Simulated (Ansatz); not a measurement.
# Cost against result

Saddle point of Si2H8SO, closed shell (Si₂H₆SO ([SiH3][O][SiH2][SH]) + H₂ → Si₂H₆O ([SiH3][O][SiH3]) + H₂S; bonds formed: Si1–H8, S2–H7; bonds broken: Si1–S2, H7–H8), PBE0-D4/def2-TZVP structure:

| atom | x (Å) | y (Å) | z (Å) |
| --- | --- | --- | --- |
| Si1 | 0.2735 | 0.8616 | 0.9185 |
| S2 | 0.5555 | -1.6874 | 0.8144 |
| O3 | -0.2495 | 0.8793 | -0.6313 |
| Si4 | -1.0911 | -0.1058 | -1.6530 |
| H5 | 0.9444 | 2.1878 | 0.9209 |
| H6 | -0.7868 | 0.7076 | 1.9340 |
| H7 | 1.2914 | -0.4929 | 1.6923 |
| H8 | 1.5125 | 0.4394 | 1.9878 |
| H9 | 1.5778 | -1.6622 | -0.0582 |
| H10 | -0.1882 | -1.1214 | -2.2489 |
| H11 | -2.2145 | -0.7746 | -0.9514 |
| H12 | -1.6251 | 0.7686 | -2.7252 |

Barriers are electronic and count from the start structure reached by relaxing down the imaginary mode.

Computed with Ansatz 0.2.0 (basis: as named in each row); correlated methods freeze the cores. B3LYP uses VWN-RPA correlation. Extrapolation: Hartree–Fock as exp(−7.88 √X), correlation as X^−2.97.

Times are rough, for one single point on 4 threads of a shared host (Arm Neoverse V2).

The estimate by CCSD(T) at an estimated basis limit (MP2 extrapolated from triple and quadruple zeta, plus CCSD(T) − MP2 in triple zeta) is 57.23 kcal/mol.

| method | basis | time (s) | barrier (kcal/mol) | method less estimate |
| --- | --- | --- | --- | --- |
| HF | STO-3G | under 1 | 115.93 | 58.71 |
| PBE-D4 | STO-3G | under 1 | 67.86 | 10.64 |
| SPW92 | def2-SVP | under 1 | 36.71 | -20.52 |
| B3LYP-D4 | 6-31G | under 1 | 61.23 | 4.01 |
| PBE-D4 | def2-SVP | under 1 | 44.68 | -12.55 |
| PBE0-D4 | def2-SVP | 1 | 49.72 | -7.50 |
| SPW92 | def2-TZVPP | 1 | 37.75 | -19.47 |
| PBE-D4 | def2-TZVPP | 2 | 46.18 | -11.05 |
| BLYP-D4 | def2-TZVPP | 2 | 51.28 | -5.95 |
| B3LYP-D4 | def2-TZVPP | 3 | 54.66 | -2.56 |
| BHLYP-D4 | def2-TZVPP | 3 | 60.20 | 2.98 |
| CAM-B3LYP-D4 | def2-TZVPP | 3 | 56.94 | -0.29 |
| CCSD(T) | def2-SVP | 3 | 59.51 | 2.28 |
| PBE0-D4 | def2-TZVPP | 3 | 50.91 | -6.32 |
| r2SCAN-D4 | def2-TZVPP | 4 | 50.38 | -6.84 |
| wB97M-V | def2-SVP | 5 | 53.53 | -3.69 |
| RPA on PBE | def2-TZVPP | 5 | 57.57 | 0.34 |
| r2SCAN0-D4 | def2-TZVPP | 6 | 53.50 | -3.72 |
| B2PLYP | def2-TZVPP | 6 | 57.29 | 0.07 |
| PBE-QIDH | def2-TZVPP | 6 | 55.59 | -1.64 |
| wB97X-V | def2-TZVPP | 8 | 57.51 | 0.28 |
| B97M-V | def2-TZVPP | 9 | 52.68 | -4.54 |
| wB97M-V | def2-TZVPP | 9 | 55.89 | -1.33 |
| MP2 | def2-QZVPP | 22 | 57.33 | 0.10 |
| CCSD(T) | def2-TZVPP | 130 | 57.85 | 0.63 |

All methods are single points on the PBE0-D4 structures.

No T1 diagnostic of these runs exceeds 0.014.

Labels in which every atom is bracketed show which atoms are joined, not bond orders.
